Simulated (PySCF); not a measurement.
A GIAO shielding run with PySCF 2.14.0 with density-fitted response routines (density fitting, non-relativistic, gas phase) on `C(C=O)C(=O)C#C[Si@H]([SiH3])P`, C₅H₉O₂PSi₂:

```
$ OMP_NUM_THREADS=1 python probes_run.py task.json out

{"job": {"kind": "nmr", "xc": "PBE0", "basis": "pcSseg-1"}, "charge": 0, "multiplicity": 1}
O      3.606893     0.969354     1.578124
C      3.677073     0.844516     0.390360
C      3.094463    -0.305830    -0.389256
C      1.868645     0.246317    -1.121715
O      1.937890     0.781763    -2.199742
C      0.663350     0.092238    -0.370679
C     -0.352564    -0.031599     0.278641
Si    -1.972854    -0.114623     1.186504
Si    -3.265129    -1.829680     0.278381
P     -2.975228     1.898540     1.011695
H      4.164554     1.602163    -0.249864
H      2.806808    -1.111247     0.285867
H      3.817648    -0.639152    -1.134036
H     -1.576715    -0.233686     2.599280
H     -2.959659    -3.090594     0.954288
H     -4.693102    -1.557224     0.449044
H     -3.009208    -2.011184    -1.151412
H     -1.799833     2.625581     0.998110
H     -3.042835     1.873597    -0.370726
```

Hardware: 1 thread of an Arm Neoverse N1, shared host. The job also computes population analyses, field gradients.

Q: How large is the calculation?

A: 98 electrons, 236 basis functions and 1294 auxiliary functions.

Q: How long does it take, and how much memory does it need?

A: 100 s of wall time, with 15 SCF cycles and 5 response iterations; peak memory 1 GiB. Times on a shared host scatter by some tens of per cent.
